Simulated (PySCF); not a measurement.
## How methods differ on the ionisation energy of Sn³⁰⁺

Sn³⁰⁺ [Ar] 3d2 (3F) → Sn³¹⁺ [Ar] 3d1 (2D), as a difference of total energies. Computed with PySCF 2.14 in an even-tempered Gaussian basis (18 s from 4.4 bohr⁻², ratio 2.5; 12 p from 5.7 bohr⁻², ratio 2.5; 8 d from 5.7 bohr⁻², ratio 2.5; 4 f from 20 bohr⁻², ratio 2.7; 3 g from 30 bohr⁻², ratio 2.7), with the spin-free X2C one-electron Hamiltonian (Gaussian nucleus). Correlated levels: outer shells: [Ne] frozen; virtual orbitals above 40 to 60 times the deepest correlated orbital energy dropped. The calculations carry no spin-orbit coupling.

```csv
method,ionisation energy (eV)
UHF,1758.6
MP2 (outer shells),1758.4
SCS-MP2 (outer shells),1758.3
CCSD (outer shells),1758.2
CCSD(T) (outer shells),1758.2
```

Breit and QED terms and the two-electron picture change are absent.

The reference lies between the lowest fine-structure levels, while these numbers refer to the centres of the terms.

For comparison: 1763 ± 4 eV (theoretical estimate listed by NIST; NIST Atomic Spectra Database, ionization energies).
